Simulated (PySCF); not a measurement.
**Working out the ionisation energy of Sb⁺**

Sb⁺ [Kr] 4d10 5s2 5p2 (3P) → Sb²⁺ [Kr] 4d10 5s2 5p1 (2P). Computed with PySCF 2.14 in cc-pVTZ-PP with ECP28MDF, with scalar relativity through the core potential. Frozen: 4s2 4p6 4d10. Energies in hartree (1 hartree = 27.21139 eV):

```tsv
part	Sb⁺ (lower)	Sb²⁺ (upper)
UHF	-238.961838	-238.373719
CCSD correlation	-0.058853	-0.045912
(T)	-0.001401	-0.000602
```

What does Hartree-Fock give?

(-238.373719) − (-238.961838) = 0.588119 hartree = 16.004 eV.

What do CCSD and CCSD(T) give?

The CCSD correlation energies differ by 0.012941 hartree = 0.352 eV and the triples by 0.000799 hartree = 0.022 eV, so CCSD gives 16.356 eV and CCSD(T) 16.378 eV.

Reference: 16.626 ± 0.025 eV (measured; NIST Atomic Spectra Database, ionization energies), between the lowest levels; spin-orbit coupling is absent from the calculation.

What remains against the reference includes basis incompleteness, the frozen core and higher excitations.
